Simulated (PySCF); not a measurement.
Be(OH)(NMe2) (C2H7BeNO), SMILES [N](C)([Be][OH])C.

Geometry: PBE0-D3(BJ)/def2-SVP. The structure was generated by enumeration; whether it is a known compound was not checked. Other conformers were not sampled.

Computed with PBE/def2-TZVP run with PySCF.

Symmetry labels are those of the subgroup Cs that the program uses (full group Cs).

List the valence orbital energies around the gap with their symmetry. (Estimate from the structure and the level; the computed values follow.)


| orbital | symmetry | energy (eV) |
|---|---|---|
| HOMO−7 | A" | -10.79 |
| HOMO−6 | A' | -10.71 |
| HOMO−5 | A" | -9.15 |
| HOMO−4 | A" | -8.72 |
| HOMO−3 | A' | -7.95 |
| HOMO−2 | A' | -7.71 |
| HOMO−1 | A" | -7.30 |
| HOMO | A' | -4.81 |
| LUMO | A' | -0.80 |
| LUMO+1 | A" | 0.40 |
| LUMO+2 | A' | 0.78 |
| LUMO+3 | A' | 0.89 |
